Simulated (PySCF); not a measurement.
## Zr(2+) (zirconium, charge +2) across methods

[Kr] 4d2, high-spin 3F determinant. Calculation: PySCF 2.14, in x2c-TZVPPall (8s6p6d2f1g, 79 functions); scalar relativity by spin-free X2C-1e.

| method | E (hartree) | mean ε 4p α (eV) | mean ε 4p β (eV) | mean ε 4d α (eV) | Σ⟨r²⟩ (bohr²) | ⟨S²⟩ |
| --- | --- | --- | --- | --- | --- | --- |
| PBE0 | -3597.20 | -49.928 | -48.311 | -19.657 | 30.18 | 2.001 |
| CAM-B3LYP | -3597.71 | -51.332 | -49.797 | -20.944 | 30.27 | 2.001 |
| UHF | -3595.54294 | -56.500 | -53.475 | -23.011 | 30.19 | 2.005 |
| LDA | -3593.03 | -47.499 | -46.385 | -18.226 | 30.34 | 2.000 |
| BHandHLYP | -3597.52 | -52.255 | -50.294 | -20.828 | 30.19 | 2.002 |
| PBE | -3597.11 | -47.371 | -46.168 | -18.318 | 30.33 | 2.001 |
| M06-L | -3597.40 | -48.004 | -46.592 | -18.121 | 29.88 | 2.001 |
| BLYP | -3597.62 | -47.142 | -46.031 | -18.143 | 30.45 | 2.001 |
| r2SCAN | -3597.51 | -48.204 | -46.834 | -18.543 | 30.17 | 2.002 |
